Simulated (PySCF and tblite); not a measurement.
Values are calculated unless marked as measured or tabulated.
2 diastereomers of C₅H₇FO₂, numbered alike:

```csv
isomer,SMILES,descriptors (one enantiomer)
A,[CH3:1][O:2][C@@H:3]1[CH:4]=[CH:5][O:6][C@@H:7]1[F:8],"3R, 7R"
B,[CH3:1][O:2][C@H:3]1[CH:4]=[CH:5][O:6][C@@H:7]1[F:8],"3S, 7R"
```

Protocol: conformer search, at most 4 conformers an isomer, PBE0-D3(BJ)/def2-SVP geometries, energies CAM-B3LYP/def2-TZVP (IEF-PCM, chloroform) (D3(BJ) added where defined), GIAO shieldings PBE0/pcSseg-1 (IEF-PCM, chloroform), weights at 298.15 K with GFN2-xTB thermal terms. Programs: PySCF with density fitting and tblite.

Problem. What shifts does each isomer give (ppm)?

Solution. 
A: ¹H (against TMS): 6.56 (H5, 1H), 5.83 (H7, 1H), 5.47 (H4, 1H), 4.48 (H3, 1H), 3.50 (H1, 3H). ¹³C (against TMS): 155.3 (C5), 111.1 (C7), 108.2 (C4), 85.1 (C3), 59.6 (C1). ¹⁹F (against CFCl3): -165.6 (F8).

B: ¹H (against TMS): 6.71 (H5, 1H), 5.91 (H7, 1H), 5.62 (H4, 1H), 4.25 (H3, 1H), 3.43 (H1, 3H). ¹³C (against TMS): 159.3 (C5), 117.5 (C7), 106.8 (C4), 89.8 (C3), 57.1 (C1). ¹⁹F (against CFCl3): -146.8 (F8).

Problem. Which carbons tell the isomers apart best?

Solution. C7: 111.1 in A, 117.5 in B; C3: 85.1 in A, 89.8 in B; C5: 155.3 in A, 159.3 in B ppm.

Unscaled ¹⁹F shifts at such levels can be off by tens of ppm; differences between conformers or isomers are more reliable. Shifts are unscaled: against experiment ¹³C can be off by 15 ppm or more and ¹H by 0.8 ppm.
